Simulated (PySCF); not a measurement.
PySCF 2.14 output of an unrestricted PBE0 calculation on a single atom or ion in cc-pVDZ-X2C (8s7p5d3f1g, 84 functions), with the spin-free X2C one-electron Hamiltonian (Gaussian nucleus):

```
SCF conv_tol = 1e-09
number electrons alpha = 36  beta = 29
    C. Adamo and V. Barone.,  J. Chem. Phys. 110, 6158 (1999)
    M. Ernzerhof and G. E. Scuseria.,  J. Chem. Phys. 110, 5029 (1999)
cycle= 1 E= -12156.0615495955  delta_E= -0.0111  |g|= 0.185  |ddm|= 0.474
cycle= 2 E= -12156.057730299  delta_E= 0.00382  |g|= 0.254  |ddm|= 0.234
cycle= 3 E= -12156.0656415293  delta_E= -0.00791  |g|= 0.00895  |ddm|= 0.132
cycle= 4 E= -12156.0657771085  delta_E= -0.000136  |g|= 0.00287  |ddm|= 0.071
cycle= 5 E= -12156.0659298008  delta_E= -0.000153  |g|= 0.00265  |ddm|= 0.0956
cycle= 6 E= -12156.0663851263  delta_E= -0.000455  |g|= 0.00343  |ddm|= 0.413
cycle= 7 E= -12156.0663691572  delta_E= 1.6e-05  |g|= 0.00183  |ddm|= 0.043
cycle= 8 E= -12156.0664993508  delta_E= -0.00013  |g|= 0.00203  |ddm|= 0.178
cycle= 9 E= -12156.0665605387  delta_E= -6.12e-05  |g|= 0.00253  |ddm|= 0.0914
cycle= 10 E= -12156.0666731582  delta_E= -0.000113  |g|= 0.00153  |ddm|= 0.33
cycle= 11 E= -12156.066668608  delta_E= 4.55e-06  |g|= 0.00146  |ddm|= 0.0468
cycle= 12 E= -12156.0666739259  delta_E= -5.32e-06  |g|= 0.00072  |ddm|= 0.0502
cycle= 13 E= -12156.0666740716  delta_E= -1.46e-07  |g|= 0.000452  |ddm|= 0.0041
cycle= 14 E= -12156.0666743272  delta_E= -2.56e-07  |g|= 9.14e-05  |ddm|= 0.00888
cycle= 15 E= -12156.0666743352  delta_E= -7.99e-09  |g|= 4.73e-05  |ddm|= 0.00127
cycle= 16 E= -12156.0666743414  delta_E= -6.21e-09  |g|= 3e-06  |ddm|= 0.00206
cycle= 17 E= -12156.0666743414  delta_E= -7.28e-12  |g|= 1.53e-06  |ddm|= 0.000189
converged SCF energy = -12156.0666743414  <S^2> = 15.752472  2S+1 = 8.000618
```

The run itself started from symmetry-adapted Hartree-Fock orbitals and held the occupation by maximum overlap, on a logarithmic radial grid, so the iterations belong to that start.

Question: Which element, charge and spin multiplicity is this?

Answer: Dy⁺ (dysprosium, charge +1), multiplicity 8; the state was [Xe] 4f9 6s1 6p1, one real determinant (an excited configuration).

⟨L²⟩ = 27.05 against 42 for a pure I term, so this real determinant mixes terms. Spin-orbit coupling, absent here, splits the open shell strongly.
